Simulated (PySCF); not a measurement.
C₂H₁₀O₂Si₃, SMILES CC(=O)[SiH2][SiH2]O[SiH3], GFN2-xTB optimised geometry.

```
17

C      3.76     1.69     0.00
C      2.26     1.69     0.00
O      1.61     2.72     0.00
Si     1.32     0.01     0.01
Si    -0.91     0.60    -0.09
O     -1.68    -0.83    -0.16
Si    -2.87    -1.92    -0.23
H      4.16     2.70     0.00
H      4.11     1.15    -0.88
H      4.11     1.15     0.88
H      1.81    -0.70     1.20
H      1.91    -0.77    -1.10
H     -1.32     1.35    -1.29
H     -1.43     1.29     1.09
H     -2.73    -2.72     0.99
H     -2.63    -2.68    -1.45
H     -4.16    -1.22    -0.28
```

Density from PBE/def2-SVP in PySCF 2.14.0 at that geometry.

Minimum of the electron density along straight lines between bonded atoms, close to the bond critical point (lines longer than 1.1 times the sum of covalent radii, or with two minima, are not listed):

| bond | length / Å | ρ at the minimum / e bohr⁻³ | ∇²ρ there / e bohr⁻⁵ | position (fraction from the first atom) |
|---|---|---|---|---|
| C1–C2 | 1.501 | 0.256 | -0.58 | 0.50 |
| C2–O3 | 1.214 | 0.401 | 0.40 | 0.33 |
| C2–Si4 | 1.926 | 0.109 | 0.28 | 0.62 |
| Si5–O6 | 1.629 | 0.124 | 1.05 | 0.42 |
| O6–Si7 | 1.616 | 0.127 | 1.09 | 0.58 |
| C1–H8 | 1.088 | 0.274 | -1.01 | 0.64 |
| C1–H9 | 1.088 | 0.271 | -0.98 | 0.63 |
| C1–H10 | 1.088 | 0.271 | -0.97 | 0.63 |
| Si4–H11 | 1.476 | 0.113 | 0.30 | 0.49 |
| Si4–H12 | 1.476 | 0.113 | 0.30 | 0.49 |
| Si5–H13 | 1.468 | 0.117 | 0.31 | 0.49 |
| Si5–H14 | 1.468 | 0.117 | 0.31 | 0.49 |
| Si7–H15 | 1.461 | 0.119 | 0.31 | 0.49 |
| Si7–H16 | 1.461 | 0.119 | 0.31 | 0.49 |
| Si7–H17 | 1.462 | 0.119 | 0.31 | 0.49 |
